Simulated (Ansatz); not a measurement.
The cluster B₆Pt⁺, relaxed as a doublet with UKS r2SCAN-D4/def2-SVP in Ansatz, starting from the GFN2-xTB geometry. Force threshold 0.02 eV/Å.

In the def2 sets Pt takes a core potential; there is no spin–orbit coupling. The structure comes from a short search, and lower isomers may exist.

Start:

```tsv
atom	x (Å)	y (Å)	z (Å)
Pt1	-0.674	-2.439	1.217
B2	0.881	0.205	0.183
B3	0.722	-1.137	0.927
B4	0.896	1.551	-0.609
B5	-0.712	-0.731	0.184
B6	-0.365	1.949	-1.281
B7	-0.749	0.602	-0.621
```

Question: Estimate the energy that the relaxation releases and the steps that it takes.

Answer: 12.2 kcal/mol, in 8 steps; 14 s on 4 threads of Intel Xeon 6975P-C on a shared host. No frequencies were taken in this run, so the end may be a saddle point.

Question: Does the start keep its bonding and symmetry?

Answer: By distances, no bond broke or formed. The bond that changes most is B3–B5, from 1.67 to 1.80 Å (atoms count from 1). Point group Cs at the start, Cs at the end, both within 0.05 Å.

Question: Predict the relaxed structure.

Answer: 
Cartesian coordinates in Å:
```
Pt -0.6556 -2.4259 1.2128
B 0.8746 0.1705 0.2030
B 0.7764 -1.2232 0.9967
B 0.8444 1.5219 -0.6105
B -0.7588 -0.7512 0.1823
B -0.4047 2.0857 -1.3797
B -0.6763 0.6222 -0.6047
```
Bond lengths: 9 × B–B 1.57 to 1.88 Å; 2 × B–Pt 1.88 to 1.97 Å.
